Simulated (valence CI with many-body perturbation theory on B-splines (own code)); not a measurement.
# Missing levels of Ta32+

Method: relativistic CI+MBPT: five valence electrons over a frozen Dirac-Fock core [Kr], a basis of 7 s, 7 p, 8 d, 6 f, 4 g, 1 h functions for each j, with the one-electron correlation potential Σ1, the two-electron term Σ2, the three-electron term Σ3, Breit, model QED; selected CI, second order for the rest (own B-spline code, finite nucleus).

The last digits are not significant, and no measured levels were compared; by estimate large intervals hold to a few tenths of a per cent, small ones and those within an open d or f shell to about a per cent. Only levels of the ground parity were solved; by the run's estimate the other parity begins above the list, which can be wrong where configurations are misplaced.

```tsv
Level	E (cm⁻¹)
(4d3/2^4 4d5/2) J=5/2	0.0
(4d3/2^3 4d5/2^2) J=5/2 [a]	93477
(4d3/2^3 4d5/2^2) J=7/2 [a]	130020
(4d3/2^3 4d5/2^2) J=3/2 [a]	133830
(4d3/2^3 4d5/2^2) J=11/2	?
(4d3/2^3 4d5/2^2) J=9/2	149110
(4d3/2^3 4d5/2^2) J=5/2 [b]	156580
(4d3/2^3 4d5/2^2) J=1/2	163120
(4d3/2^3 4d5/2^2) J=7/2 [b]	172090
(4d3/2^3 4d5/2^2) J=3/2 [b]	?
(4d3/2^2 4d5/2^3) J=5/2 [a]	223130
(4d3/2^2 4d5/2^3) J=7/2 [a]	245060
(4d3/2^2 4d5/2^3) J=11/2	250210
(4d3/2^2 4d5/2^3) J=9/2 [a]	255120
(4d3/2^2 4d5/2^3) J=1/2 [a]	?
(4d3/2^2 4d5/2^3) J=13/2	?
(4d3/2^2 4d5/2^3) J=3/2 [a]	269570
(4d3/2^2 4d5/2^3) J=5/2 [b]	?
(4d3/2^2 4d5/2^3) J=9/2 [b]	291730
(4d3/2^2 4d5/2^3) J=7/2 [b]	?
```

Levels are named by their leading jj configuration (3d3/2^4 stands for four electrons in 3d with j = 3/2), which in mixed levels can hold well under half, so a name can repeat and another be missing. Letters in brackets count levels of one name in rising energy.

Q: The levels stand in rising order. What does the calculation give for the missing energies?

A: (4d3/2^3 4d5/2^2) J=11/2 137520; (4d3/2^3 4d5/2^2) J=3/2 [b] 213210; (4d3/2^2 4d5/2^3) J=1/2 [a] 262560; (4d3/2^2 4d5/2^3) J=13/2 267790; (4d3/2^2 4d5/2^3) J=5/2 [b] 273300; (4d3/2^2 4d5/2^3) J=7/2 [b] 297020.
